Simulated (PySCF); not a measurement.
# C₆ coefficients of unlike pairs at PBE0

Calculated with PySCF 2.14 from the dipole response of each species, C₆(A,B) = (3/π) ∫ α_A(iu) α_B(iu) du, in atomic units, from isotropic polarisabilities. For ions this is the dispersion term alone; charge-induced terms of lower order in 1/R come first.

```
species       configuration                                      basis      relativity  α (bohr³)  C₆ (like pair)
     Cd  [Kr] 4d10 5s2 (1S)  aug-cc-pwCVDZ-PP with ECP28MDF (6s6p5d3f)  core potential      49.35           434.3
    Mn+   [Ar] 3d5 4s1 (7S)                    dyall-av2z (16s12p7d2f)            none      30.93           161.9
  C(3+)       [He] 2s1 (2S)                       aug-cc-pVDZ (4s3p2d)            none      3.269           2.644
 Ru(3+)       [Kr] 4d5 (6S)                aug-cc-pVTZ-DK (9s8p6d3f2g)   spin-free X2C      4.954           22.57
```

Problem. Estimate C₆ for Mn+ with Cd.

Solution. The integral gives 265.0. The combination rule 2 C_A C_B / (C_A α_B/α_A + C_B α_A/α_B) gives 265.1 and the geometric mean 265.2.

No spin-orbit coupling is included.

The other pairs:

```json
{"pair": "C(3+), Mn+", "C₆": "20.42"}
{"pair": "Ru(3+), Mn+", "C₆": "48.38"}
{"pair": "Ru(3+), Cd", "C₆": "80.27"}
{"pair": "Ru(3+), C(3+)", "C₆": "6.362"}
{"pair": "C(3+), Cd", "C₆": "33.54"}
```
